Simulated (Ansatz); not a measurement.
Geometry optimisation, RKS PBE/def2-SVP in Ansatz 0.2.0.

Input file:

```yaml
crystal:
  periodic: [false, false, false]
  atoms:
    - { symbol: W, position_ang: [0.0, 0.0, 0.0] }
    - { symbol: O, position_ang: [0.0, 0.0, 2.29] }
    - { symbol: H, position_ang: [-0.9095, -0.2814, 2.6271] }
    - { symbol: H, position_ang: [1.72, 0.0, 0.0] }
    - { symbol: H, position_ang: [0.0, 1.72, 0.0] }
    - { symbol: H, position_ang: [-1.72, 0.0, 0.0] }
    - { symbol: H, position_ang: [0.0, -1.72, 0.0] }
    - { symbol: H, position_ang: [0.0, 0.0, -1.72] }
    - { symbol: H, position_ang: [1.3275, 1.3829, 0.637] }
    - { symbol: H, position_ang: [1.0111, 1.0533, 1.625] }
basis:
  gaussian: { orbitals: def2-SVP }
hamiltonian:
  xc: pbe
relax:
  f_tol: 0.15
  max_steps: 25
  restrain:
    - { distance: [0, 8], at: 1.72, k: 30.0 }
    - { distance: [9, 1], at: 1.01, k: 30.0 }
    - { distance: [0, 1], at: 3.14, k: 30.0 }
    - { distance: [9, 8], at: 1.86, k: 30.0 }
```

Run as:

```bash
$ ansatz run input.yaml --threads 1 --pin off --max-ram 2048MiB --backend cpu --events-out ev --progress --plain --runs-dir out
```

**Question.** Where does it end, and by what steps?

**Answer.** The forces met the threshold. The restraints hold the end off the free minimum; the threshold counts their pulls, which the force column leaves out. Restrained pairs: W1–H9 (2.02 → 1.71 Å), O2–H10 (1.60 → 0.99 Å), W1–O2 (2.29 → 3.13 Å), H9–H10 (1.09 → 1.86 Å). After 10 steps the energy has fallen by 5.693 eV (the restraints' own energy left out); H5 moved furthest, 0.81 Å. The start is strongly strained (largest force component 8 eV/Å), so its close contacts needn't be bonds.

| step | energy less start (eV) | largest force component (eV/Å) | accepted |
| --- | --- | --- | --- |
| 0 | 0.0000 | 8.267 | yes |
| 1 | 0.3985 | 2.383 | yes |
| 2 | -0.7710 | 4.155 | yes |
| 3 | -2.6830 | 5.141 | yes |
| 4 | -4.5671 | 2.131 | yes |
| 5 | -5.3908 | 1.258 | yes |
| 6 | -5.6154 | 0.754 | yes |
| 7 | -5.6738 | 0.809 | yes |
| 8 | -5.6907 | 0.635 | yes |
| 9 | -5.6580 | 1.444 | no |
| 10 | -5.6927 | 0.619 | yes |

```xyz
10
Properties=species:S:1:pos:R:3
W 0.171 0.150 -0.527
O 0.229 0.105 2.598
H -0.680 0.473 2.609
H 1.540 -0.587 0.118
H -0.642 1.358 0.328
H -1.338 -0.295 0.075
H 0.002 -1.456 -0.057
H 0.227 0.382 -2.253
H 1.184 1.178 0.396
H 0.736 0.846 2.172
```

The run took 37 s on 1 thread of Arm Neoverse V2, with other jobs on the host, peak memory 0.12 GiB.
